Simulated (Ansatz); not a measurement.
AlCl₂HSe, SMILES `[Cl][Al]([Cl])[SeH]`, relaxed with RKS PBE0-D4/def2-TZVP in Ansatz from a PBE-D4/def2-SVP geometry. The force threshold is 0.005 eV/Å; the program also tests the step.

Total charge 0; spin multiplicity 1.

Start:

```xyz
5

Cl    0.088    2.185   -0.269
Al   -0.541    0.201    0.047
Cl   -2.580   -0.212    0.352
Se    0.955   -1.556    0.069
H     2.077   -0.617   -0.199
```

Task: How much energy does the relaxation release, and in how many steps? (Best estimate.)

Result: Ansatz gave: 1.49 kJ/mol, in 3 steps.

Task: Which bonds change most? (Best estimate.)

Result: Ansatz gave: Cl1–Al2 from 2.105 to 2.080 Å; Al2–Cl3 from 2.102 to 2.078 Å; Al2–Se4 from 2.308 to 2.290 Å; Se4–H5 from 1.487 to 1.470 Å.

Task: Give the relaxed structure. (An estimate is asked.)

Result: Computed: 
```xyz
5

Cl    0.084    2.160   -0.266
Al   -0.538    0.200    0.046
Cl   -2.554   -0.206    0.350
Se    0.950   -1.542    0.065
H     2.058   -0.612   -0.194
```
